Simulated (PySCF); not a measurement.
Input file for PySCF: D3(BJ) and D4 dispersion corrections on CH3ClTe (SMILES C[Te]Cl), a point of a torsion scan.

```python
from pyscf import gto
from pyscf.dispersion import dftd3, dftd4

mol = gto.M(
    atom='''
    C    -0.68567214   -0.03173383    0.02153197
    Te    1.04870036    1.24673125   -0.08899542
    Cl    2.34107354   -0.13992661    1.27764854
    H    -0.78258062   -0.40541280    1.03177508
    H    -1.55106687    0.56228784   -0.23701670
    H    -0.59132659   -0.86138936   -0.66694679
    ''',
    basis='def2-svp',
    charge=0, spin=0, verbose=0, max_memory=1800)
d3, d4 = {}, {}
for xc in ['hf', 'pbe', 'blyp', 'revpbe', 'tpss', 'r2scan', 'b3lyp', 'pbe0', 'bhlyp', 'camb3lyp', 'b2plyp']:
    d3[xc] = float(dftd3.DFTD3Dispersion(mol, xc=xc, version='d3bj', atm=False).get_dispersion()['energy'])
    print(f'D3(BJ) {xc:10s} {d3[xc]:14.8f} Eh')
for xc in ['hf', 'pbe', 'blyp', 'revpbe', 'tpss', 'r2scan', 'b3lyp', 'pbe0', 'bhlyp', 'camb3lyp', 'b2plyp']:
    d4[xc] = float(dftd4.DFTD4Dispersion(mol, xc={'camb3lyp': 'cam-b3lyp'}.get(xc, xc), atm=True).get_dispersion()['energy'])
    print(f'D4     {xc:10s} {d4[xc]:14.8f} Eh')
```

The log:

```
D3(BJ) hf            -0.04213324 Eh
D3(BJ) pbe           -0.00498948 Eh
D3(BJ) blyp          -0.01157995 Eh
D3(BJ) revpbe        -0.01204544 Eh
D3(BJ) tpss          -0.00654263 Eh
D3(BJ) r2scan        -0.00133156 Eh
D3(BJ) b3lyp         -0.00965856 Eh
D3(BJ) pbe0          -0.00455031 Eh
D3(BJ) bhlyp         -0.00841601 Eh
D3(BJ) camb3lyp      -0.00453754 Eh
D3(BJ) b2plyp        -0.00494831 Eh
D4     hf            -0.01681342 Eh
D4     pbe           -0.00495034 Eh
D4     blyp          -0.01082042 Eh
D4     revpbe        -0.01346761 Eh
D4     tpss          -0.00665150 Eh
D4     r2scan        -0.00107072 Eh
D4     b3lyp         -0.00816964 Eh
D4     pbe0          -0.00417300 Eh
D4     bhlyp         -0.00707846 Eh
D4     camb3lyp      -0.00430847 Eh
D4     b2plyp        -0.00340438 Eh
```

The run finished.

Cost: around 0.020 core-seconds (rough).
